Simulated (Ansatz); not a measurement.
`[SiH3]CC1C[SiH2]1`. Total charge 0; spin multiplicity 1.

Cartesian coordinates in Å:
```
Si -0.326 -0.389 -2.197
C 0.455 -0.814 -0.537
C 0.512 0.381 0.391
C -0.801 0.835 1.063
Si 0.490 0.232 2.242
H 0.442 0.711 -2.844
H -0.324 -1.567 -3.108
H -1.732 0.065 -2.023
H -0.119 -1.629 -0.082
H 1.458 -1.215 -0.714
H 1.100 1.210 0.001
H -1.664 0.201 0.879
H -1.042 1.892 1.012
H 1.226 1.201 3.082
H 0.326 -1.113 2.836
```

Question: List the harmonic frequencies (cm⁻¹, unscaled) at PBE0-D4/def2-TZVP in Ansatz. (An estimate is asked.)

Answer: Computed: 78, 123, 136, 212, 337, 466, 507, 517, 595, 615, 658, 701, 769, 787, 827, 875, 919, 924, 945, 950, 963, 1002, 1069, 1122, 1199, 1220, 1341, 1421, 1438, 2211, 2215, 2222, 2252, 2274, 3040, 3086, 3129, 3129, 3210.

Question: Is this a minimum?

Answer: Yes, all 39 modes are real.

Question: Give the ideal-gas thermochemistry at 298.15 K and 1 bar (rigid rotor, harmonic oscillator; point group C1, symmetry number 1).

Answer: Zero-point energy 296.0 kJ/mol; H(298) − E = 318.9 kJ/mol; entropy 358.3 J/(mol·K), of which translation 166.6, rotation 114.7, vibration 77.0; G(298) − E = 212.1 kJ/mol. Modes under 100 cm⁻¹ are hindered rotations or soft bends, so the harmonic entropy is rough.

Question: And at 400, 500, 600, 800 and 1000 K?

Answer: 
```json
{"T (K)": "400", "H − E (kJ/mol)": "334.1", "S (J/mol/K)": "401.7", "G − E (kJ/mol)": "173.4"}
{"T (K)": "500", "H − E (kJ/mol)": "352.2", "S (J/mol/K)": "441.9", "G − E (kJ/mol)": "131.2"}
{"T (K)": "600", "H − E (kJ/mol)": "372.8", "S (J/mol/K)": "479.4", "G − E (kJ/mol)": "85.1"}
{"T (K)": "800", "H − E (kJ/mol)": "419.7", "S (J/mol/K)": "546.7", "G − E (kJ/mol)": "-17.7"}
{"T (K)": "1000", "H − E (kJ/mol)": "472.4", "S (J/mol/K)": "605.4", "G − E (kJ/mol)": "-133.0"}
```
